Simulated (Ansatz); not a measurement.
The cluster Zr2Se4⁺. Charge 1, multiplicity 2. Geometry r2SCAN-D4/def2-SVP.

```xyz
6

Zr   -1.1477    1.4759    0.2200
Zr    1.7288   -0.4643    0.5828
Se   -2.5377    0.1366   -1.1385
Se    1.0753    1.4076   -0.9977
Se   -0.3523   -0.1489    1.9966
Se    1.2336   -2.4069   -0.6631
```

In the def2 sets Zr takes a core potential; there is no spin–orbit coupling. Another isomer (doublet) lies 0.19 eV lower at PBE0-D4/def2-TZVP; other spin states weren't run for this one.

(1) Estimate the α-spin orbital energies around the gap (eV) in Ansatz with PBE-D4/def2-TZVP, BLYP-D4/def2-TZVP, B97M-V/def2-TZVP, PBE0-D4/def2-SVP, PBE0-D4/def2-TZVP.

## Answers

(1) 
```json
{"orbital": "HOMO−13", "PBE-D4/def2-TZVP": "-19.86", "BLYP-D4/def2-TZVP": "-19.71", "B97M-V/def2-TZVP": "-20.58", "PBE0-D4/def2-SVP": "-22.01", "PBE0-D4/def2-TZVP": "-21.91"}
{"orbital": "HOMO−12", "PBE-D4/def2-TZVP": "-19.86", "BLYP-D4/def2-TZVP": "-19.71", "B97M-V/def2-TZVP": "-20.57", "PBE0-D4/def2-SVP": "-22.01", "PBE0-D4/def2-TZVP": "-21.91"}
{"orbital": "HOMO−11", "PBE-D4/def2-TZVP": "-12.16", "BLYP-D4/def2-TZVP": "-11.93", "B97M-V/def2-TZVP": "-12.44", "PBE0-D4/def2-SVP": "-13.47", "PBE0-D4/def2-TZVP": "-13.34"}
{"orbital": "HOMO−10", "PBE-D4/def2-TZVP": "-12.15", "BLYP-D4/def2-TZVP": "-11.92", "B97M-V/def2-TZVP": "-12.40", "PBE0-D4/def2-SVP": "-13.39", "PBE0-D4/def2-TZVP": "-13.25"}
{"orbital": "HOMO−9", "PBE-D4/def2-TZVP": "-11.69", "BLYP-D4/def2-TZVP": "-11.47", "B97M-V/def2-TZVP": "-12.03", "PBE0-D4/def2-SVP": "-13.01", "PBE0-D4/def2-TZVP": "-12.87"}
{"orbital": "HOMO−8", "PBE-D4/def2-TZVP": "-11.59", "BLYP-D4/def2-TZVP": "-11.35", "B97M-V/def2-TZVP": "-11.79", "PBE0-D4/def2-SVP": "-12.85", "PBE0-D4/def2-TZVP": "-12.75"}
{"orbital": "HOMO−7", "PBE-D4/def2-TZVP": "-11.39", "BLYP-D4/def2-TZVP": "-11.16", "B97M-V/def2-TZVP": "-11.62", "PBE0-D4/def2-SVP": "-12.64", "PBE0-D4/def2-TZVP": "-12.56"}
{"orbital": "HOMO−6", "PBE-D4/def2-TZVP": "-11.24", "BLYP-D4/def2-TZVP": "-11.06", "B97M-V/def2-TZVP": "-11.47", "PBE0-D4/def2-SVP": "-12.38", "PBE0-D4/def2-TZVP": "-12.26"}
{"orbital": "HOMO−5", "PBE-D4/def2-TZVP": "-10.77", "BLYP-D4/def2-TZVP": "-10.57", "B97M-V/def2-TZVP": "-11.07", "PBE0-D4/def2-SVP": "-12.04", "PBE0-D4/def2-TZVP": "-11.93"}
{"orbital": "HOMO−4", "PBE-D4/def2-TZVP": "-10.71", "BLYP-D4/def2-TZVP": "-10.51", "B97M-V/def2-TZVP": "-11.02", "PBE0-D4/def2-SVP": "-11.98", "PBE0-D4/def2-TZVP": "-11.87"}
{"orbital": "HOMO−3", "PBE-D4/def2-TZVP": "-10.53", "BLYP-D4/def2-TZVP": "-10.30", "B97M-V/def2-TZVP": "-10.77", "PBE0-D4/def2-SVP": "-11.73", "PBE0-D4/def2-TZVP": "-11.66"}
{"orbital": "HOMO−2", "PBE-D4/def2-TZVP": "-10.04", "BLYP-D4/def2-TZVP": "-9.85", "B97M-V/def2-TZVP": "-10.24", "PBE0-D4/def2-SVP": "-11.15", "PBE0-D4/def2-TZVP": "-11.07"}
{"orbital": "HOMO−1", "PBE-D4/def2-TZVP": "-9.94", "BLYP-D4/def2-TZVP": "-9.74", "B97M-V/def2-TZVP": "-10.17", "PBE0-D4/def2-SVP": "-11.03", "PBE0-D4/def2-TZVP": "-10.97"}
{"orbital": "HOMO", "PBE-D4/def2-TZVP": "-9.78", "BLYP-D4/def2-TZVP": "-9.57", "B97M-V/def2-TZVP": "-10.05", "PBE0-D4/def2-SVP": "-10.90", "PBE0-D4/def2-TZVP": "-10.84"}
{"orbital": "LUMO", "PBE-D4/def2-TZVP": "-8.14", "BLYP-D4/def2-TZVP": "-7.97", "B97M-V/def2-TZVP": "-7.93", "PBE0-D4/def2-SVP": "-7.43", "PBE0-D4/def2-TZVP": "-7.34"}
{"orbital": "LUMO+1", "PBE-D4/def2-TZVP": "-7.63", "BLYP-D4/def2-TZVP": "-7.55", "B97M-V/def2-TZVP": "-7.53", "PBE0-D4/def2-SVP": "-6.95", "PBE0-D4/def2-TZVP": "-6.88"}
{"orbital": "LUMO+2", "PBE-D4/def2-TZVP": "-7.36", "BLYP-D4/def2-TZVP": "-7.35", "B97M-V/def2-TZVP": "-7.24", "PBE0-D4/def2-SVP": "-6.71", "PBE0-D4/def2-TZVP": "-6.65"}
{"orbital": "LUMO+3", "PBE-D4/def2-TZVP": "-7.35", "BLYP-D4/def2-TZVP": "-7.32", "B97M-V/def2-TZVP": "-7.20", "PBE0-D4/def2-SVP": "-6.64", "PBE0-D4/def2-TZVP": "-6.56"}
{"orbital": "LUMO+4", "PBE-D4/def2-TZVP": "-6.58", "BLYP-D4/def2-TZVP": "-6.49", "B97M-V/def2-TZVP": "-6.42", "PBE0-D4/def2-SVP": "-5.86", "PBE0-D4/def2-TZVP": "-5.80"}
{"orbital": "LUMO+5", "PBE-D4/def2-TZVP": "-6.55", "BLYP-D4/def2-TZVP": "-6.46", "B97M-V/def2-TZVP": "-6.41", "PBE0-D4/def2-SVP": "-5.76", "PBE0-D4/def2-TZVP": "-5.71"}
{"orbital": "β HOMO", "PBE-D4/def2-TZVP": "-9.77", "BLYP-D4/def2-TZVP": "-9.60", "B97M-V/def2-TZVP": "-9.95", "PBE0-D4/def2-SVP": "-10.71", "PBE0-D4/def2-TZVP": "-10.65"}
{"orbital": "β LUMO", "PBE-D4/def2-TZVP": "-9.29", "BLYP-D4/def2-TZVP": "-9.14", "B97M-V/def2-TZVP": "-9.20", "PBE0-D4/def2-SVP": "-8.90", "PBE0-D4/def2-TZVP": "-8.81"}
```
